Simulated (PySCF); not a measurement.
**C⁺: ionisation energy**

C⁺ [He] 2s2 2p1 (2P) → C²⁺ [He] 2s2 (1S), as a difference of total energies. Computed with PySCF 2.14 in x2c-QZVPPall (7s4p3d2f1g, 57 functions), with the spin-free X2C one-electron Hamiltonian (Gaussian nucleus). Correlated levels: valence: 1s2 frozen. The calculations carry no spin-orbit coupling.

**Question.** Order these methods by the ionisation energy they give, lowest first.
A. CCSD (valence)
B. UHF
C. CCSDT (valence)
D. MP2 (valence)

**Answer.** B (24.169 eV), A (24.243 eV), C (24.285 eV), D (24.416 eV).

Errors of the correlated levels include the incompleteness of this basis and the frozen core.

The coupled-cluster amplitudes are large for C²⁺ (T1 above 0.03 or a double amplitude above 0.15), so a single reference is strained.

For comparison: 24.378 eV (measured; NIST levels, between the centres of gravity of the two terms).
